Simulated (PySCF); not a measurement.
Al(Me)2 (C2H6Al), SMILES [CH3][Al+][CH3], charge +1. Atoms are numbered in the order given.

```xyz
9

Al     0.0000     0.0000     0.0000
C      0.0000     0.0000    -1.9140
H      0.8890     0.5132    -2.2938
H     -0.8890     0.5132    -2.2938
H      0.0000    -1.0265    -2.2938
C      0.0000     0.0000     1.9140
H      0.8890    -0.5132     2.2938
H     -0.8890    -0.5132     2.2938
H      0.0000     1.0265     2.2938
```
Charge +1, spin multiplicity 1.

Coordinates come from a TPSSh-D3(BJ)/def2-TZVP optimisation. The multiplicity is an assumed one; other spin states were not compared. The isomer is the one that the SMILES or the coordinates give; other isomers of the formula were not compared.

Method: PBE/def2-TZVPD in PySCF.

The molecule is in vacuum.

- total energy: -321.77178 hartree
- point group: D3d
- highest occupied level: -12.83 eV
- lowest empty level: -7.28 eV
- orbital gap: 5.55 eV
- dipole moment about the centre of nuclear charge: 0.00 D
- mean static polarisability: 47.5 bohr³ (7.04 Å³)
- polarisability, principal values: 38.2, 38.2, 66.2 bohr³
